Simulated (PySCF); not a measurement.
Spin states of ZnO⁺

Unrestricted PBE0; PySCF, no relativity, basis sets Zn def2-TZVPPD, O def2-TZVPPD. Outer shells of the fragments: Zn+ 3d10 4s1; O 2s2 2p4.

Followed along the bond (rough minima from three points):

```json
{"2Ms+1": "2", "unpaired": "π ↑", "⟨S²⟩ at the start": "0.81", "R at minimum (Å)": "1.80", "Te (eV)": "0.00"}
{"2Ms+1": "4", "unpaired": "σ ↑, π ↑↑", "⟨S²⟩ at the start": "3.76", "R at minimum (Å)": "none in the scan", "Te (eV)": "≤ 1.17"}
{"2Ms+1": "2", "unpaired": "σ ↓, π ↑↑", "⟨S²⟩ at the start": "1.75", "R at minimum (Å)": "none in the scan", "Te (eV)": "≤ 1.33"}
```

Solutions found at the starting distance of 1.890 Å, counted from the lowest of them; the search is not exhaustive and high or unbound solutions are not listed, so other states can lie among these:

| 2Ms+1 | unpaired | term | E (eV) | ⟨S²⟩ | ⟨Lz²⟩ | μ (D) |
| --- | --- | --- | --- | --- | --- | --- |
| 2 | π ↑ | ²Π | 0.00 | 0.81 | 1.01 | -4.52 |
| 4 | σ ↑, π ↑↑ | ⁴Σ⁻ | 1.41 | 3.76 | 0.00 | 0.95 |
| 2 | σ ↓, π ↑↑ | mixed | 1.57 | 1.75 | 0.00 | 0.99 |
| 2 | σ ↑, π ↑↓ | mixed | 2.24 | 1.75 | 2.01 | 0.93 |
| 2 | σ ↑ | ²Σ⁺ | 2.26 | 0.75 | 0.00 | -5.92 |
| 4 | σ ↑↑, π ↑ | ⁴Π | 2.44 | 3.75 | 1.01 | 0.47 |

A term symbol is given only where ⟨S²⟩ and ⟨Lz²⟩ are close to those of a pure state; real π, δ and φ orbitals otherwise mix terms. A positive dipole points towards O; it is taken about the centre of mass and depends on that origin.

Counting both spins, an empty level lies below a filled one in some of these solutions, because spin and occupation are held.
